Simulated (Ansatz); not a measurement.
`[SiH3]C1=CCO1`, relaxed with RKS PBE0-D4/def2-TZVP in Ansatz from a PBE-D4/def2-SVP geometry. The force threshold is 0.005 eV/Å; the program also tests the step.

Total charge 0; spin multiplicity 1.

Start:

```xyz
11

Si    1.740   -0.524    0.769
C     0.089    0.016    0.048
C    -0.987   -0.532   -0.586
C    -1.567    0.858   -0.623
O    -0.362    1.345    0.064
H     2.871    0.184    0.077
H     1.800   -0.208    2.238
H     1.856   -2.007    0.557
H    -1.297   -1.527   -0.920
H    -2.472    1.051   -0.007
H    -1.672    1.343   -1.617
```

```tsv
step	energy (eV)	largest force (eV/Å)	largest move (Å)
1	-13124.1832	0.600	0.000
2	-13124.2308	0.175	0.032
3	-13124.2350	0.033	0.011
4	-13124.2350	0.020	0.003
5	-13124.2351	0.011	0.004
6	-13124.2351	0.007	0.002
7	-13124.2351	0.004	0.003
```

End:

```xyz
11

Si    1.724   -0.522    0.762
C     0.090    0.024    0.049
C    -0.966   -0.520   -0.574
C    -1.559    0.853   -0.620
O    -0.367    1.340    0.060
H     2.843    0.173    0.076
H     1.782   -0.214    2.213
H     1.822   -1.986    0.545
H    -1.258   -1.505   -0.897
H    -2.449    1.035   -0.013
H    -1.661    1.323   -1.601
```

Run time 18 s (4 threads of an Arm Neoverse V2 on a shared host); peak host memory 0.47 GiB.
